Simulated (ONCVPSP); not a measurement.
Before and after: ONCV potential for Ir

```json
{
 "Element": "Ir",
 "Generator": "ONCVPSP 4.0.1",
 "Type": "optimised norm-conserving Vanderbilt (ONCV)",
 "Functional": "PBE",
 "Relativity": "scalar-relativistic",
 "Frozen core": "[Xe] 4f14",
 "Valence charge": "9",
 "Reference configuration": "5d7 6s2",
 "Partial waves": "6s: rc 2.50 bohr, ncon 4, nbas 7, qcut 2.1 1/bohr, 2 projectors, debl 2.1 Ha; p scattering state at 0.1 Ha: rc 2.65 bohr, ncon 3, nbas 8, qcut 3.7 1/bohr, 2 projectors, debl 2.9 Ha; 5d: rc 2.15 bohr, ncon 4, nbas 8, qcut 7.8 1/bohr, 1 projector",
 "Local potential": "polynomial inside 1.55 bohr (lpopt 1, dvloc0 3 Ha)",
 "Core correction": "none"
}
```

In the p channel the program set the typed energies aside and used 0.050, 2.950 Ha.

Change: all radii scaled by about 1.25 (s 3.12, p 3.30, d 2.68 bohr); local potential polynomial inside 1.94 bohr (lpopt 1, dvloc0 3 Ha).

Cutoffs: the cutoffs (Ha) at which the residual kinetic energy of the hardest occupied pseudo-wave falls to 1 and 0.1 mHa per electron; they do not see the model core or the augmentation charge, which bear on the density cutoff. Errors are all-electron minus pseudo energies relative to the spin-unpolarised reference configuration.

**Question.** What does the change do?

**Answer.** The potential gets softer (18 Ha and 22 Ha → 15 Ha and 18 Ha); of the 4 tests that both files solve, the error grows in 3 and shrinks in 1 by more than 15 % and 0.3 meV (median size 17.4 → 32.0 meV); neither file shows a bound ghost. A larger radius leaves more room for a smooth pseudo-wave, so fewer plane waves are needed.

| quantity | base | changed |
| --- | --- | --- |
| cutoff, loose | 18 Ha | 15 Ha |
| cutoff, tight | 22 Ha | 18 Ha |
| loose cutoff by channel | s 14 Ha, d 18 Ha | s 5.9 Ha, d 15 Ha |
| bound ghosts | none | none |
| GHOST(+) flags under 300 eV | s at 49.2 eV, p at 92.0 eV | s at 75.6 eV, p at 122.3 eV |
| error for 5d7 6s1, meV [ΔE 9.88 eV] | +1.3 | -1.8 |
| error for 5d7 6s0, meV [ΔE 27.35 eV] | +33 | -12 |
| error for 5d6 6s0, meV [ΔE 57.89 eV] | +62 | -212 |
| error for 5d7 6s0 6p2, meV [ΔE 11.01 eV] | +1.2 | -52 |
